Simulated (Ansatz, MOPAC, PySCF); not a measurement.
Torsion H5–C1–O2–In3 in CH6InNO (SMILES C[O][InH][NH2]); at each angle all else is relaxed with GFN2-xTB, and the levels are single points there.
Geometry at 60° (charge 0, multiplicity 1):
```xyz
10

C     -1.73218    -0.20121     0.28950
O     -1.02892    -1.16073    -0.45337
In    -1.62713    -3.00866    -0.81029
N     -3.41258    -3.52627     0.07584
H     -1.90869    -0.52817     1.32201
H     -1.12170     0.70746     0.31515
H     -2.69900     0.04951    -0.16768
H     -0.42437    -3.82145    -1.68551
H     -4.05441    -2.74280    -0.02951
H     -3.86596    -4.33482    -0.33699
```

On the grid 0° to 120°, 100° is the highest and 60° the lowest point at wB97M-V/def2-TZVPP.

Correlated levels freeze the cores. Filled d and f shells under p-block atoms count as core. Rows in 3-21G, LANL2DZ carry no dispersion term and start afresh at each structure; the Pople sets are all-electron and without relativity. LANL2DZ brings its own core potentials from Na on. The state reached by PM7 isn't checked; PM7 holds dispersion and hydrogen-bond terms.

Programs: Ansatz (Gaussian orbitals); MOPAC for PM7 (differences of heats of formation); PySCF for 3-21G rows, LANL2DZ rows, the dispersion terms.  In def2 rows elements past Kr take small-core potentials, without spin–orbit coupling.

```json
[
 {"level": "PM7", "energy at 100° less that at 60° (meV)": "29.2"},
 {"level": "HF/3-21G", "energy at 100° less that at 60° (meV)": "14.5"},
 {"level": "B3LYP/LANL2DZ", "energy at 100° less that at 60° (meV)": "___"},
 {"level": "B3LYP/def2-TZVPP", "energy at 100° less that at 60° (meV)": "25.5"},
 {"level": "B3LYP-D4/def2-TZVPP", "energy at 100° less that at 60° (meV)": "26.2"},
 {"level": "PBE0/def2-TZVPP", "energy at 100° less that at 60° (meV)": "25.6"},
 {"level": "PBE0-D3(BJ)/def2-TZVPP", "energy at 100° less that at 60° (meV)": "26.3"},
 {"level": "PBE0-D4/def2-TZVPP", "energy at 100° less that at 60° (meV)": "26.1"},
 {"level": "MP2/def2-TZVPP", "energy at 100° less that at 60° (meV)": "___"}
]
```

### Question
Complete the blanks.

### Answer

- B3LYP/LANL2DZ, energy at 100° less that at 60° (meV): 22.0
- MP2/def2-TZVPP, energy at 100° less that at 60° (meV): 24.3

Ansatz is a quantum-chemistry and plane-wave program.
